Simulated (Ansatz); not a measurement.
Job for Ansatz (an electronic-structure program): R-wB97M-V/def2-TZVPPD on AsH7Si (a complex), monomers drawn apart or pushed together. Files ending in .json are basis or fitting sets from the Basis Set Exchange.

Ansatz 0.2 input:
```yaml
crystal:
  periodic: [false, false, false]
  atoms:
    - {symbol: Si, position_ang: [0.00474387, -0.08228078, 0.19729922]}
    - {symbol: H, position_ang: [0.31397630, -0.62958426, -1.14309886]}
    - {symbol: H, position_ang: [-1.42185911, 0.30733567, 0.25608056]}
    - {symbol: H, position_ang: [0.85178177, 1.10246107, 0.45833281]}
    - {symbol: H, position_ang: [0.27391406, -1.11349795, 1.22468440]}
    - {symbol: As, position_ang: [0.13657463, 0.61123896, 5.49869133]}
    - {symbol: H, position_ang: [-0.60154093, 1.20176542, 6.69638993]}
    - {symbol: H, position_ang: [-0.69847011, -0.66344983, 5.54169777]}
    - {symbol: H, position_ang: [-0.82565345, 1.26949649, 4.51515176]}
basis:
  gaussian:
    orbitals: def2-TZVPPD.json
hamiltonian:
  xc: {name: wB97M-V}
scf: {lower_state_search: off}
```

Program output:

```
Functional definition: wB97M-V
[...]
these checks for a lower state are left out or cut short: stability, starts, cluster_reference, orbital_swaps, neighbouring_geometries, increment
integrals: 0.17 GiB planned
1141 factors; their error is unknown
integrals: 0.20 GiB planned
328 factors; integrals over basis functions are off by at most 2.2e-5 eV
mean field: 1.38 GiB planned
mean field evaluation 1: about -68827.1883 eV, gradient 1.1e1 eV
mean field evaluation 2: about -68827.4424 eV, gradient 6.0e0 eV
mean field evaluation 4: about -68827.4754 eV, gradient 3.0e-1 eV
mean field evaluation 8: about -68827.6273 eV, gradient 4.2e-1 eV
mean field evaluation 16: about -68827.6275 eV, gradient 2.5e-5 eV
mean field -68827.62751480 eV, -2529.3686581272 hartree, gradient 2.8e-6 eV, S^2 0.000000; 0 other end points of the search recorded, 0 dependent functions left out
reference -68827.62757683 eV, -2529.3686604068 hartree; 27, 27 occupied and 194, 194 virtual orbitals, 1141 factors
Total energy: -68827.62757683 eV, -2529.3686604068 hartree
Checks for a lower state left out: stability, starts, cluster_reference, orbital_swaps, neighbouring_geometries, increment
```

Self-consistency was reached.

Cost: very roughly 8 core-seconds.
